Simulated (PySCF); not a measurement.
**Trend along the halogens: MZn molecules**

r²SCAN with triple-zeta basis sets in PySCF, for the lowest determinant that a PBE0 search found; no spin–orbit coupling. De refers to high-spin ground-configuration atoms. A positive dipole means M(−)Zn(+).

| M | basis | state (unpaired electrons) | Re (Å) | ωe (cm⁻¹) | De (eV) | μ (D) |
| --- | --- | --- | --- | --- | --- | --- |
| F | def2-TZVPP | doublet (σ ↑) | 1.780 | 607 | 3.24 | 2.87 |
| Cl | def2-TZVPP | doublet (σ ↑) | 2.146 | 380 | 2.50 | 2.57 |
| I | def2-TZVPP | doublet (σ ↑) | 2.492 | 224 | 1.64 | 2.15 |

The row for M = Br is missing. Estimate Re, ωe and De as the mean of the rows for Cl and I, and compare with the calculation.

The means are 2.319 Å, 302 cm⁻¹ and 2.07 eV. r²SCAN in def2-TZVPP gives ZnBr as a doublet (σ ↑) with Re = 2.293 Å, ωe = 278 cm⁻¹, De = 2.14 eV, so the estimate is off by +2.6 pm, +9 % and -0.07 eV.

Spin–orbit coupling is left out, which matters for elements this heavy, above all for dissociation energies. States were picked by a PBE0 search and need not be the measured ground states.
